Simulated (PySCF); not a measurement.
[Tl(H2O)4]3+: from a saddle point downhill

PySCF 2.14.0, RKS PBE0, Tl def2-SVP with ECP60, O def2-SVP, H def2-SVP; non-relativistic Hamiltonian with scalar-relativistic core potentials where named; density fitting; no spin-orbit coupling. Relaxed within the symmetry of its start, the geometry (D2d) is

```xyz
13

Tl    0.0000    0.0000    0.0000
O     1.2384    1.2797    1.2797
H     1.6485    1.0004    2.1302
H     1.6485    2.1302    1.0004
O    -1.2384   -1.2797    1.2797
H    -1.6485   -1.0004    2.1302
H    -1.6485   -2.1302    1.0004
O     1.2384   -1.2797   -1.2797
H     1.6485   -2.1302   -1.0004
H     1.6485   -1.0004   -2.1302
O    -1.2384    1.2797   -1.2797
H    -1.6485    2.1302   -1.0004
H    -1.6485    1.0004   -2.1302
```

and its lowest harmonic modes are -105, 60, 71, 71, 80, 82 cm⁻¹ (negative: unstable). It was moved along the lowest mode and relaxed again, within the group D2 that the move left.

Problem. Where does it end, and how much lower?

Solution. In S4, 0.027 eV lower, after 20 steps:
```xyz
13

Tl    0.0002    0.0000    0.0000
O     1.2750    1.2922    1.2237
H     2.0745    1.0060    1.7208
H     1.1836    2.2693    1.3053
O    -1.2744   -1.2240    1.2923
H    -1.1832   -1.3052    2.2692
H    -2.0756   -1.7195    1.0057
O     1.2750   -1.2922   -1.2237
H     1.1836   -2.2693   -1.3053
H     2.0745   -1.0060   -1.7208
O    -1.2744    1.2240   -1.2923
H    -2.0756    1.7195   -1.0057
H    -1.1832    1.3052   -2.2692
```

Problem. How do the contacts change?

Solution. 
| contact | saddle (Å) | end (Å) |
| --- | --- | --- |
| Tl1–O2 (H2O) | 2.193 | 2.189 |
| Tl1–O5 (H2O) | 2.193 | 2.189 |
| Tl1–O8 (H2O) | 2.193 | 2.189 |
| Tl1–O11 (H2O) | 2.193 | 2.189 |


No frequency check is given for the end.

State: singlet.
